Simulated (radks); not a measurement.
The numbers below are computed, except where a source is named.
Spherical jellium clusters: N electrons in a uniform positive sphere of charge N and radius rs N^(1/3), rs = 2.44 bohr. Level of theory: non-relativistic Kohn-Sham, LDA (Slater exchange, Perdew-Wang correlation), spin-polarised, spherical densities (a radial shooting solver with Libxc functionals). Levels are named by radial order and angular momentum (1s, 1p, 1d, 2s, ...), and open shells are averaged over m.

N = 27, configuration 1s2 1p6 1d10 2s2 1f(up 7, down 0). This is the lowest configuration that the search found. Occupied and some empty levels:

| level | occupation | eigenvalue (eV) | <r> (bohr) |
|---|---|---|---|
| 1s up | 1 | -10.124 | 4.343 |
| 1s down | 1 | -9.7584 | 4.134 |
| 1p up | 3 | -8.2582 | 5.279 |
| 1p down | 3 | -7.7047 | 5.167 |
| 1d up | 5 | -6.0243 | 5.969 |
| 1d down | 5 | -5.3763 | 5.937 |
| 2s up | 1 | -5.2495 | 5.167 |
| 2s down | 1 | -4.8577 | 5.285 |
| 1f up | 7 | -3.5192 | 6.627 |
| 1f down | 0 | -2.8503 | 6.686 |
| 2p up | 0 | -2.6421 | 6.603 |
| 2p down | 0 | -2.2825 | 6.763 |
| 1g up | 0 | -0.88987 | 7.495 |
| 2d up | 0 | -0.60689 | 9.313 |
| 2d down | 0 | -0.35410 | 10.09 |
| 1g down | 0 | -0.28730 | 7.813 |

Energy (eV): total -27.8378, kinetic 116.50, external -3160.5, Hartree 1539.5, exchange-correlation -149.37, background 1626.0.

Electron density:

| r (bohr) | n(r) (e/bohr^3) |
|---|---|
| 0.851 | 0.01971 |
| 1.76 | 0.01667 |
| 2.68 | 0.01476 |
| 3.59 | 0.01550 |
| 4.50 | 0.01727 |
| 5.42 | 0.01672 |
| 6.33 | 0.01233 |
| 7.25 | 0.006525 |
| 8.16 | 0.002646 |
| 9.07 | 0.0009334 |
| 9.99 | 0.0003077 |
| 10.9 | 0.00009774 |
| 11.8 | 0.00003073 |
